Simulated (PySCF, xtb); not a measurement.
1-methylsulfanylbut-2-yne (C₅H₈S), SMILES C(C#CC)SC.

GFN2-xTB run with xtb at its own geometry gives an orbital gap of 4.08 eV and a dipole moment of 2.11 D.

Geometry optimised at B3LYP-D3(BJ)/def2-SVP. Other conformers were not sampled.

Q: What does HF/def2-TZVP (PySCF) give? (The exact figures need the calculation; the answer reports its results.)

A: gap 12.94 eV (levels -9.24 and 3.71 eV), dipole 1.39 D.
